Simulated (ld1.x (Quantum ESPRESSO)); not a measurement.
Ranking TM potentials for O (Z = 8)

All share these settings but for the change named:

- Element: oxygen
- Generator: ld1.x (Quantum ESPRESSO) 7.5
- Type: norm-conserving Troullier–Martins (Kleinman–Bylander form)
- Functional: PBE
- Relativity: non-relativistic
- Frozen core: [He]
- Valence charge: 6
- Reference configuration: 2s2 2p3.75 (charge +0.25)
- Partial waves: 2s (bound): rc 0.75 bohr; 2p (bound): rc 1.45 bohr; 3d channel at 0.35 Ry: rc 1.30 bohr
- Local potential: the d channel
- Core correction: Bessel-smoothed model core inside 0.60 bohr

Test errors are all-electron minus pseudo excitation energies from the reference, over 2s2 2p4; 2s2 2p3; 2s2 2p2; 2s2 2p0; 2s1 2p4; 2s2 2p3.5; 2s0 2p6. None of these files shows a bound ghost.

The base gives 2037.4 meV.

Of 6 variants that were run, those that failed, showed a ghost or another fault, or gave nearly equal values are left out.

Rank these variants by their largest absolute test error, smallest first.
A. all radii but the core radius scaled by about 1.22 (s 0.92, p 1.78, d 1.58 bohr)
B. all radii but the core radius scaled by about 0.90 (s 0.68, p 1.30, d 1.18 bohr)
C. all radii but the core radius scaled by about 1.37 (s 1.02, p 1.98, d 1.78 bohr)
D. all radii but the core radius scaled by about 1.14 (s 0.86, p 1.66, d 1.48 bohr)
E. all radii but the core radius scaled by about 1.05 (s 0.78, p 1.52, d 1.36 bohr)

B (1458.7 meV), E (2419.6 meV), D (3158.4 meV), A (4082.3 meV), C (6118.2 meV).
